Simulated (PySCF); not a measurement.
Run record for `[SiH3]O[Si@@H]([SiH3])CCl`: LC-wPBE/def2-SVPD, TDA, 6 singlets.

Method: TDA LC-wPBE/def2-SVPD, vertical, gas phase, core orbitals frozen in the response (PySCF 2.14.0, density-fitted response routines). Geometry: GFN2-xTB. The input is one job of a driver script: a line of settings, then coordinates in Å.

Command:
```bash
OMP_NUM_THREADS=1 python probes_run.py task.json out
```

Input:
```
{"job": {"kind": "uv", "xc": "LC-wPBE", "basis": "def2-SVPD", "nstates": 6, "ntriplets": 2, "tda": true}, "charge": 0, "multiplicity": 1}
Si     2.698904    -0.149925    -0.151612
O      1.130202    -0.332373     0.215203
Si    -0.407097    -0.026284     0.646564
Si    -1.276462     1.756048    -0.533178
C     -1.321308    -1.662601     0.239096
Cl    -3.057680    -1.458819     0.592662
H      2.758552     0.143436    -1.581957
H      3.322070    -1.424932     0.190291
H      3.212867     0.956801     0.652413
H     -0.376830     0.070673     2.112689
H     -0.234453     2.617892    -1.107308
H     -2.091360     2.616424     0.330469
H     -2.133112     1.347599    -1.653010
H     -1.249438    -1.940866    -0.810951
H     -0.979269    -2.505084     0.836716
```

Problem. What does the run print?

Solution. 
```
coarse grid: 14248 points
cycle   1  E = -1446.1657587110  dE =  3.329e-01  |g| = 7.454e-01  |ddm| = 4.659e+00
cycle   2  E = -1446.1595077561  dE =  6.251e-03  |g| = 8.403e-01  |ddm| = 1.641e+00
cycle   3  E = -1446.2885449012  dE = -1.290e-01  |g| = 6.383e-02  |ddm| = 7.275e-01
cycle   4  E = -1446.2897463213  dE = -1.201e-03  |g| = 2.777e-02  |ddm| = 2.064e-01
cycle   5  E = -1446.2899733529  dE = -2.270e-04  |g| = 7.495e-03  |ddm| = 7.028e-02
cycle   6  E = -1446.2899854078  dE = -1.205e-05  |g| = 1.493e-03  |ddm| = 2.304e-02
cycle   7  E = -1446.2899870955  dE = -1.688e-06  |g| = 4.272e-04  |ddm| = 7.308e-03
final grid: 118288 points
cycle   8  E = -1446.5263555632  dE = -2.585e-05  |g| = 3.335e-03  |ddm| = 7.165e-02
cycle   9  E = -1446.5263567243  dE = -1.161e-06  |g| = 2.815e-03  |ddm| = 9.090e-03
cycle  10  E = -1446.5263583793  dE = -1.655e-06  |g| = 4.212e-04  |ddm| = 3.487e-03
cycle  11  E = -1446.5263584179  dE = -3.854e-08  |g| = 1.784e-04  |ddm| = 1.080e-03
cycle  12  E = -1446.5263584238  dE = -5.979e-09  |g| = 5.817e-05  |ddm| = 4.016e-04
cycle  13  E = -1446.5263584252  dE = -1.394e-09  |g| = 1.047e-05  |ddm| = 1.716e-04
cycle  14  E = -1446.5263584253  dE = -8.617e-11  |g| = 2.915e-06  |ddm| = 4.944e-05
converged SCF energy = -1446.5263584253

Static polarisability (au): isotropic 106.527, principal 91.732 108.913 118.934

Singlet excitations
state   eV       nm        f      main configurations
  1   6.7659    183.2   0.01103   H->L 0.71
  2   7.0923    174.8   0.02278   H-1->L 0.65
  3   7.2643    170.7   0.05628   H->L+1 0.57, H-1->L+1 0.20
  4   7.5946    163.3   0.01299   H->L+5 0.23, H-1->L+1 0.11, H-1->L+5 0.08
  5   7.6714    161.6   0.00543   H-2->L+5 0.33, H-2->L 0.26
  6   7.8686    157.6   0.02283   H-1->L+1 0.32, H-3->L 0.23, H->L+1 0.16

Triplet excitations (Tamm-Dancoff, eV): 5.9206 6.1895
```

The SCF starts on a coarse grid where the log names one; the energy can jump when the final grid takes over, and dE then counts from the start density on the new grid. H and L stand for HOMO and LUMO; the number after each pair is its weight.

Problem. How does the lowest singlet excitation compare with the HOMO–LUMO gap?

Solution. HOMO -10.58 eV and LUMO 1.42 eV give a gap of 12.00 eV; S1 at 6.77 eV lies 5.23 eV below it.

Problem. Which computed singlet has the largest oscillator strength, and what do all of them sum to?

Solution. State 3 at 7.26 eV (171 nm), f = 0.056; the 6 states sum to 0.131.

In short: SCF converged in 14 cycles with 214 basis and 885 fitting functions; HOMO -10.58 eV, LUMO 1.42 eV; lowest singlet 6.77 eV; lowest triplet 5.92 eV (Tamm–Dancoff); mean polarisability 106.5 au.

The run took 47 s wall on one thread of an Arm Neoverse V2 (shared host), and the process peaked at 0.93 GiB of memory.

Shape of the structure used: `[SiH3:1][O:2][Si@@H:3]([SiH3:4])[CH2:5][Cl:6]`: Si1–O2–Si3–Si4 48°, O2–Si3–C5–Cl6 -177°.

One conformer stands for the species.
